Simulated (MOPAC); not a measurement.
Job for MOPAC: PM7 on CH5BO (SMILES BOC), a point of a bond scan (R = 3.816 Å).

```
PM7 1SCF PRECISE CHARGE=0 THREADS=1
CH5BO

B     -0.29601612 1     0.11287921 1     1.27194518 1
H     -3.13798159 1     1.43696785 1     3.44652233 1
H      0.69681460 1    -0.37886937 1     1.73084670 1
O     -0.44734906 1     0.21797670 1    -0.05665238 1
C      0.53525936 1    -0.23564232 1    -0.98322630 1
H      1.39622510 1    -0.66492676 1    -0.46632952 1
H      0.08263230 1    -0.98692983 1    -1.63070172 1
H      0.85577534 1     0.60971339 1    -1.59246502 1
```

It printed:

```
*******************************************************************************
 **                                                                           **
 **                              MOPAC v23.2.5                                **
 **                                                                           **
 *******************************************************************************
 ** MOPAC's Digital Object Identifier: https://doi.org/10.5281/zenodo.6511958 **
 **                                                                           **
 ** Please cite the open-source release paper for use of this MOPAC version:  **
 ** J. E. Moussa and J. J. P. Stewart (2026)                                  **
 ** MOPAC: An open-source semiempirical molecular orbital program             **
 ** J. Open Source Softw., 11(119), 8025, https://doi.org/10.21105/joss.08025 **
 *******************************************************************************

                              PM7 CALCULATION RESULTS

 *******************************************************************************
 *  PM7        - The PM7 Hamiltonian to be used
 *
 *
 *
 *                 CHARGE ON SYSTEM = 0
 *
 *
 *
 *  PRECISE    - TIGHTER CRITERIA TO BE USED
 *  1SCF       - DO 1 SCF AND THEN STOP
 *  THREADS=1  - MULTI-THREADING NOT USED
 *  T=         - A TIME OF 172800.0 SECONDS REQUESTED
 *  DUMP=N     - RESTART FILE WRITTEN EVERY 7200.0 SECONDS REQUESTED
 *******************************************************************************
PM7 1SCF PRECISE CHARGE=0 THREADS=1
 CH5BO

   ATOM   CHEMICAL          X               Y               Z
  NUMBER   SYMBOL      (ANGSTROMS)     (ANGSTROMS)     (ANGSTROMS)

     1       B         -0.29601612  *   0.11287921  *   1.27194518  *
     2       H         -3.13798159  *   1.43696785  *   3.44652233  *
     3       H          0.69681460  *  -0.37886937  *   1.73084670  *
     4       O         -0.44734906  *   0.21797670  *  -0.05665238  *
     5       C          0.53525936  *  -0.23564232  *  -0.98322630  *
     6       H          1.39622510  *  -0.66492676  *  -0.46632952  *
     7       H          0.08263230  *  -0.98692983  *  -1.63070172  *
     8       H          0.85577534  *   0.60971339  *  -1.59246502  *



          CARTESIAN COORDINATES

    NO.       ATOM           X           Y           Z

     1         B         -0.2960      0.1129      1.2719
     2         H         -3.1380      1.4370      3.4465
     3         H          0.6968     -0.3789      1.7308
     4         O         -0.4473      0.2180     -0.0567
     5         C          0.5353     -0.2356     -0.9832
     6         H          1.3962     -0.6649     -0.4663
     7         H          0.0826     -0.9869     -1.6307
     8         H          0.8558      0.6097     -1.5925

 General Reference for PM7:
 "Optimization of Parameters for Semiempirical Methods VI: More Modifications to the
 NDDO Approximations and Re-optimization of Parameters", J. J. P. Stewart, J. Mol. Mod., 1:32, 19 (2013)
 https://link.springer.com/article/10.1007/s00894-012-1667-x

           Empirical Formula: C H5 O B  =     8 atoms



      MOLECULAR POINT GROUP   :   Cs


      RHF CALCULATION, NO. OF DOUBLY OCCUPIED LEVELS = 9



 ALL CONVERGERS ARE NOW FORCED ON
 SHIFT=10, PULAY ON, CAMP-KING ON
 AND ITERATION COUNTER RESET



 -------------------------------------------------------------------------------
 PM7 1SCF PRECISE CHARGE=0 THREADS=1
 CH5BO



     1SCF WAS SPECIFIED, SO BFGS WAS NOT USED
     SCF FIELD WAS ACHIEVED


                              PM7 CALCULATION
                                                       MOPAC v23.2.5 Linux




          FINAL HEAT OF FORMATION =        119.28761 KCAL/MOL =     499.09937 KJ/MOL


          COSMO AREA              =        107.93 SQUARE ANGSTROMS
          COSMO VOLUME            =         81.60 CUBIC ANGSTROMS

          IONIZATION POTENTIAL    =          6.012752 EV
          HOMO LUMO ENERGIES (EV) =         -6.013 -2.081
          NO. OF FILLED LEVELS    =          9
          MOLECULAR WEIGHT        =         43.8599         POINT GROUP:  Cs

          MOLECULAR DIMENSIONS (Angstroms)

            Atom       Atom       Distance
            H     8    H     2     6.48273
            H     3    H     7     2.58863
            H     2    H     3     1.55204


          SCF CALCULATIONS        =          1





   ATOM   CHEMICAL          X               Y               Z
  NUMBER   SYMBOL      (ANGSTROMS)     (ANGSTROMS)     (ANGSTROMS)

     1       B         -0.29601612  *   0.11287921  *   1.27194518  *
     2       H         -3.13798159  *   1.43696785  *   3.44652233  *
     3       H          0.69681460  *  -0.37886937  *   1.73084670  *
     4       O         -0.44734906  *   0.21797670  *  -0.05665238  *
     5       C          0.53525936  *  -0.23564232  *  -0.98322630  *
     6       H          1.39622510  *  -0.66492676  *  -0.46632952  *
     7       H          0.08263230  *  -0.98692983  *  -1.63070172  *
     8       H          0.85577534  *   0.60971339  *  -1.59246502  *

                             CARTESIAN COORDINATES

   1    B       -0.296016120     0.112879210     1.271945180
   2    H       -3.137981590     1.436967850     3.446522330
   3    H        0.696814600    -0.378869370     1.730846700
   4    O       -0.447349060     0.217976700    -0.056652380
   5    C        0.535259360    -0.235642320    -0.983226300
   6    H        1.396225100    -0.664926760    -0.466329520
   7    H        0.082632300    -0.986929830    -1.630701720
   8    H        0.855775340     0.609713390    -1.592465020


           Empirical Formula: C H5 O B  =     8 atoms



      MOLECULAR POINT GROUP   :   Cs


                  EIGENVALUES
 -29.61502 -24.53157 -17.23424 -15.83430 -15.46374 -12.92536 -11.56500 -11.27553
  -6.01275  -2.08109   0.45070   2.16779   4.66119   5.36326   5.39161   5.73118
   6.15199


              NET ATOMIC CHARGES AND DIPOLE CONTRIBUTIONS

  ATOM NO.   TYPE          CHARGE      No. of ELECS.   s-Pop       p-Pop
    1          B           0.126232        2.8738     0.82272     2.05105
    2          H           0.057209        0.9428     0.94279
    3          H           0.003131        0.9969     0.99687
    4          O          -0.432107        6.4321     1.77730     4.65480
    5          C          -0.148807        4.1488     1.08044     3.06837
    6          H           0.124624        0.8754     0.87538
    7          H           0.134859        0.8651     0.86514
    8          H           0.134860        0.8651     0.86514
 DIPOLE           X         Y         Z       TOTAL
 POINT-CHG.     0.958    -0.469     0.198     1.085
 HYBRID        -0.162     0.095    -0.699     0.724
 SUM            0.796    -0.374    -0.502     1.013


          ATOMIC ORBITAL ELECTRON POPULATIONS

     Atom    s        px        py        pz
    1  B   0.82272   0.89909   0.40664   0.74532
    2  H   0.94279
    3  H   0.99687
    4  O   1.77730   1.53176   1.69374   1.42930
    5  C   1.08044   0.97493   1.11191   0.98153
    6  H   0.87538
    7  H   0.86514
    8  H   0.86514

 **********************
 *                    *
 * JOB ENDED NORMALLY *
 *                    *
 **********************




 == MOPAC DONE ==
```

The run finished.

Cost: roughly 0.07 core-seconds.
